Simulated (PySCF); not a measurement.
**Spinor energies of Bi³⁺ (bismuth, charge +3)**

Start: [Xe] 4f14 5d9 6s2 6p1; 5d3/2 filled at m_j = -3/2, -1/2, +1/2, +3/2; 5d5/2 filled at m_j = -3/2, -1/2, +1/2, +3/2, +5/2; 6p3/2 filled at m_j = +3/2. Calculated with PySCF 2.14 in x2c-SVPall-2c with one added diffuse shell each of s, p type (8s12p7d2f, 93 functions): generalised Hartree-Fock with the X2C-1e Hamiltonian and a Gaussian nucleus; one run each with spin-orbit coupling (SO) switched off, then screened by Boettger's factors. This is a chosen level, not necessarily the ground level.

| spinor shell | electrons | ε, spin-free (eV) | ε, screened SO (eV) | weight of nominal j (screened SO) | rms radius, screened SO (bohr) |
| --- | --- | --- | --- | --- | --- |
| 1s1/2 | 2 | -91082.0 | -91040.3 | 1.000 | 0.0178 |
| 2s1/2 | 2 | -16556.2 | -16543.0 | 1.000 | 0.0718 |
| 2p1/2 | 2 | -14190.7 | -15872.8 | 1.000 | 0.0606 |
| 2p3/2 | 4 | -14190.7 | -13547.3 | 1.000 | 0.0691 |
| 3s1/2 | 2 | -4098.5 | -4094.2 | 1.000 | 0.183 |
| 3p1/2 | 2 | -3412.6 | -3792.1 | 1.000 | 0.175 |
| 3p3/2 | 4 | -3412.6 | -3264.1 | 1.000 | 0.192 |
| 3d3/2 | 4 | -2709.0 | -2773.4 | 1.000 | 0.168 |
| 3d5/2 | 6 | -2709.0 | -2662.5 | 1.000 | 0.172 |
| 4s1/2 | 2 | -1009.0 | -1007.7 | 1.000 | 0.401 |
| 4p1/2 | 2 | -780.39 | -874.97 | 1.000 | 0.404 |
| 4p3/2 | 4 | -780.39 | -743.22 | 1.000 | 0.438 |
| 4d3/2 | 4 | -512.31 | -526.56 | 1.000 | 0.450 |
| 4d5/2 | 6 | -512.31 | -501.81 | 1.000 | 0.455 |
| 4f5/2 | 6 | -216.04 | -218.66 | 0.999 | 0.479 |
| 5s1/2 | 2 | -217.07 | -217.04 | 1.000 | 0.887 |
| 4f7/2 | 8 | -216.04 | -213.20 | 0.999 | 0.480 |
| 5p1/2 | 2 | -149.50 | -168.77 | 0.999 | 0.945 |
| 5p3/2 | 4 | -149.50 | -142.18 | 1.000 | 1.03 |
| 5d3/2 | 4 | -69.565 | -71.551 | 0.975 | 1.27 |
| 5d5/2 | 5 | -69.565 | -68.349 | 0.980 | 1.29 |
| 6s1/2 | 2 | -46.354 | -46.458 | 0.999 | 2.12 |
| 6p3/2 | 1 | -34.306 | -33.330 | 1.000 | 2.62 |

```csv
quantity,spin-free,screened SO
E (hartree),-21509.89988,-21550.85571
M_J,4,4
⟨J²⟩,20.008,20.008
⟨L²⟩,12.006,12.196
⟨S²⟩,2.002,2.193
```

Each row is a mean over spinors that exchange with the open shell spreads, by up to 6.449 eV (5p3/2).

Breit and QED terms are absent; they matter most for the inner s and p1/2 levels.

Densities and radii are taken from the X2C orbitals without a picture-change correction, which distorts them close to the nucleus.

Without spin-orbit coupling the j labels of p, d and f shells carry no meaning; the spin-free column gives the mean over the occupied spinors of each nl shell.
